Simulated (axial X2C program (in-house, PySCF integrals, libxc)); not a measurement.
**Correcting the dissociation energy of TeI for spin–orbit coupling**

A spin-free PBE0 curve (one-electron X2C) was computed with an in-house relativistic program for diatomic molecules, basis I dyall-cv3z [11s12p8d4f1g], Te dyall-cv3z [11s12p8d4f1g] (cores contracted in-house), for the state M_S = 1/2, Λ = 1 (beyond evenly filled blocks: π+α, π+β, π-α). It gives D0 = 2.185 eV to I + Te, which in a spin-free picture are the weighted means of the ground terms.

Measured levels of the ground terms (NIST Handbook of Basic Atomic Spectroscopic Data), in cm⁻¹: I 2P: J = 3/2 at 0, J = 1/2 at 7603.1; Te 3P: J = 2 at 0, J = 0 at 4706.5, J = 1 at 4750.7.

The two components of the molecular doublet are 4271 cm⁻¹ apart in the PBE0 2c search (Ω = 3/2 lower), so the lower one lies 2136 cm⁻¹ under their mean.

Problem. How far does each ground level lie under the (2J+1)-weighted mean of its term?

Solution. I: (4 × 0 + 2 × 7603.1)/6 = 2534 cm⁻¹; Te: (5 × 0 + 1 × 4706.5 + 3 × 4750.7)/9 = 2107 cm⁻¹.

Problem. Correct D0.

Solution. D0 = 2.185 + (2136 − 4641)/8065.5 = 1.874 eV at PBE0 with these spin–orbit terms. The direct two-component run gives 1.966 eV; the difference holds second-order terms in the molecule, scalar two-electron terms, the gap between measured and computed atomic splittings (a 2c atom can miss part of its lowering) and, in coupled cluster, the truncation of each run.

Second-order spin–orbit effects in the molecule, which grow quickly with Z, are left out. Occupations by symmetry block were frozen at the best pattern of an incomplete PBE0 search. De is counted from the lowest determinant-based energies of the atoms at the same level, without counterpoise correction. Without a current term, density functionals place determinants with orbital angular momentum somewhat too high.
